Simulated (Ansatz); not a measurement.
`[OH][Cd][F]` + `O[SiH3]` → `[OH][Cd][O][SiH3]` + H–F at 500 K and 1 bar (ligand exchange at a Cd–F bond).

Program: Ansatz. Geometries: PBE0-D4/def2-TZVP. ΔE: electronic, gas phase. CCSD(T)/CBS is the MP2 limit (def2-TZVPP, def2-QZVPP) plus CCSD(T) − MP2 in def2-TZVPP, frozen cores. This one scheme is used for every species. def2 core potentials past Kr. For Cd outer-core shells are correlated without core-valence functions, which leaves a few kJ/mol of doubt a bond. One conformer a species, not always the lowest.

```csv
species,CCSD(T)/CBS energy (Eh),H − E (kJ/mol),S (J/(mol·K))
`[OH][Cd][F]`,-343.29729,64.5,320.6
`O[SiH3]`,-366.69042,127.5,292.9
`[OH][Cd][O][SiH3]`,-609.59049,153.6,435.0
H–F,-100.39570,39.4,188.7
```

H − E and S are ideal-gas, rigid-rotor, harmonic terms from PBE0-D4/def2-TZVP, for one conformer and one mirror image of each species. 1 Eh = 2625.50 kJ/mol, R = 8.31446 J/(mol·K).

**Question.** By hand: ΔE, ΔH, ΔS and ΔG.

**Answer.** ΔE = (-609.59049) + (-100.39570) − (-343.29729) − (-366.69042) = 0.00152 Eh = 4.0 kJ/mol. Δ(H − E) = 153.6 + 39.4 − 64.5 − 127.5 = 1.0, so ΔH = 5.0 kJ/mol. ΔS = 435.0 + 188.7 − 320.6 − 292.9 = 10.2 J/(mol·K). ΔG = 5.0 − 500 × (10.2)/1000 = -0.1 kJ/mol.

**Question.** By hand: the equilibrium constant, and the temperature at which ΔG would vanish if ΔH and ΔS stayed fixed.

**Answer.** log₁₀ K = −ΔG/(RT ln 10) = 0.0. ΔG = 0 at ΔH/ΔS = 490 K, though so small a ΔH makes that figure unsure.

TΔS isn't small against ΔH here. The sign of ΔG lies within the doubt. A doubt of 5 kJ/mol in ΔE shifts log₁₀ K by 0.5 here. Other conformers and mirror images would add mixing entropy, several J/(mol·K) or more a flexible species. Modes under 60 cm⁻¹, often nearly free rotors, make the harmonic entropy too high. These are equilibria of isolated gas molecules and say nothing of rates. Largest T1 diagnostic: 0.017 (customary marks: 0.02 for closed shells, 0.045 for open ones).
